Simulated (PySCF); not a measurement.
PySCF input (BP86/def2-SVP):

```python
from pyscf import gto, dft

mol = gto.M(
    atom='''
    Cl   -0.00000000   -0.00000000   -1.70646592
    I     0.00000000    0.00000000    0.54735699
    ''',
    basis='def2-svp',
    ecp='def2-svp',
    charge=1,
    spin=1,
    symmetry='C2v',
    verbose=4,
)

mf = dft.UKS(mol, xc='bp86')
mf.grids.level = 3
mf.conv_tol = 1e-9
mf.max_cycle = 100
mf.max_memory = 1500
mf.kernel()
if not mf.converged:
    mf = mf.newton()
    mf.kernel(mf.make_rdm1())
mf.dip_moment()
```

Problem. Predict the final energy.

Solution. -757.54911 Eh.
